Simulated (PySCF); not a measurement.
Compound: [AgCl(NH3)4]+ (charge +1 and doublet state).
Bonds: Ag1–Cl2, Ag1–N3, Ag1–N7, Ag1–N11, Ag1–N15. Hydrogens: H4, H5, H6 on N3; H8, H9, H10 on N7; H12, H13, H14 on N11; H16, H17, H18 on N15.

The calculation used PBE0-D3(BJ)/def2-SVP geometry optimisation, gas phase, def2 core potentials past Kr in PySCF 2.14.0.

Problem. Give the optimised bond lengths and angles.

Solution. 
| bond | length (pm) |
| --- | --- |
| Ag1–Cl2 | 240.8 |
| Ag1–N3, Ag1–N11 | 225.4 |
| Ag1–N7 | 226.6 |
| Ag1–N15 | 256.0 |
| N3–H4 and 11 like bonds | 102.1 |

Bonds in one row agree within 1 pm and their mean is given. A selection of angles:
| angle | degrees |
| --- | --- |
| Cl2–Ag1–N3 | 83.5 |
| Cl2–Ag1–N7 | 175.9 |
| N3–Ag1–N7 | 96.2 |
| N3–Ag1–N11 | 157.9 |
| N3–Ag1–N15 | 97.2 |
| N7–Ag1–N15 | 100.0 |
| Ag1–N3–H4 | 99.4 |
| Ag1–N3–H5 | 116.8 |
| H4–N3–H5 | 107.6 |
| Ag1–N7–H8 | 111.1 |
| Ag1–N7–H10 | 113.5 |
| H8–N7–H9 | 106.4 |
| Ag1–N11–H12 | 114.9 |
| Ag1–N15–H16 | 120.2 |
| Ag1–N15–H17 | 92.9 |
| Ag1–N15–H18 | 123.0 |

N3 (nitrogen bonded to Ag and 3 H) is distorted tetrahedral (angles from 99.4° to 116.8°). Ag1 (silver bonded to Cl and 4 N) has τ5 = (β − α)/60° = 0.30 from the two widest angles, 175.9° and 157.9° (0 for a square pyramid, 1 for a trigonal bipyramid). The Ag–N distances run from 2.254 Å (Ag1–N11) to 2.560 Å (Ag1–N15), a spread of 0.306 Å.

No PBE0-D3(BJ)/def2-SVP frequencies stand behind this structure, so it isn't proved a minimum. ⟨S²⟩ = 0.754 (exact for a doublet: 0.75).

Neither the SCF state along the optimisation nor the shape of the open-shell metal species was proved the lowest: other solutions of the same spin, or a structure of lower symmetry, can lie below.
